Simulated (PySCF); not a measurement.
Two-component Hartree-Fock for Bi⁺ (bismuth, charge +1)

Start: [Xe] 4f14 5d10 6s2 6p2; 6p1/2 filled at m_j = -1/2, +1/2. Calculated with PySCF 2.14 in x2c-SVPall-2c (7s11p7d2f, 89 functions): generalised Hartree-Fock with the X2C-1e Hamiltonian and a Gaussian nucleus; one run each with spin-orbit coupling (SO) switched off, then screened by Boettger's factors.

| spinor shell | electrons | ε, spin-free (eV) | ε, screened SO (eV) | weight of nominal j (screened SO) | rms radius, screened SO (bohr) |
| --- | --- | --- | --- | --- | --- |
| 1s1/2 | 2 | -91052.5 | -91009.3 | 1.000 | 0.0178 |
| 2s1/2 | 2 | -16526.6 | -16512.0 | 1.000 | 0.0718 |
| 2p1/2 | 2 | -14161.2 | -15841.8 | 1.000 | 0.0606 |
| 2p3/2 | 4 | -14161.2 | -13516.4 | 1.000 | 0.0691 |
| 3s1/2 | 2 | -4069.3 | -4063.6 | 1.000 | 0.183 |
| 3p1/2 | 2 | -3383.4 | -3761.5 | 1.000 | 0.175 |
| 3p3/2 | 4 | -3383.4 | -3233.6 | 1.000 | 0.192 |
| 3d3/2 | 4 | -2679.8 | -2742.7 | 1.000 | 0.168 |
| 3d5/2 | 6 | -2679.8 | -2631.9 | 1.000 | 0.172 |
| 4s1/2 | 2 | -980.31 | -977.73 | 1.000 | 0.401 |
| 4p1/2 | 2 | -751.79 | -845.06 | 1.000 | 0.404 |
| 4p3/2 | 4 | -751.79 | -713.30 | 1.000 | 0.438 |
| 4d3/2 | 4 | -483.82 | -496.64 | 1.000 | 0.450 |
| 4d5/2 | 6 | -483.82 | -472.09 | 1.000 | 0.455 |
| 4f5/2 | 6 | -187.55 | -188.81 | 1.000 | 0.479 |
| 5s1/2 | 2 | -190.05 | -188.70 | 1.000 | 0.891 |
| 4f7/2 | 8 | -187.55 | -183.43 | 1.000 | 0.481 |
| 5p1/2 | 2 | -123.35 | -140.65 | 1.000 | 0.950 |
| 5p3/2 | 4 | -123.35 | -115.11 | 1.000 | 1.04 |
| 5d3/2 | 4 | -44.078 | -44.948 | 1.000 | 1.31 |
| 5d5/2 | 6 | -44.078 | -41.675 | 1.000 | 1.32 |
| 6s1/2 | 2 | -25.998 | -25.499 | 1.000 | 2.33 |
| 6p1/2 | 2 | -15.592 | -16.071 | 1.000 | 2.83 |

| quantity | spin-free | screened SO |
| --- | --- | --- |
| E (hartree) | -21512.33787 | -21553.36874 |
| M_J | 0 | 0 |
| ⟨J²⟩ | 2.009 | 0.000 |
| ⟨L²⟩ | 2.004 | 1.513 |
| ⟨S²⟩ | 2.004 | 1.513 |

Breit and QED terms are absent; they matter most for the inner s and p1/2 levels.

Densities and radii are taken from the X2C orbitals without a picture-change correction, which distorts them close to the nucleus.

Without spin-orbit coupling the j labels of p, d and f shells carry no meaning; the spin-free column gives the mean over the occupied spinors of each nl shell.
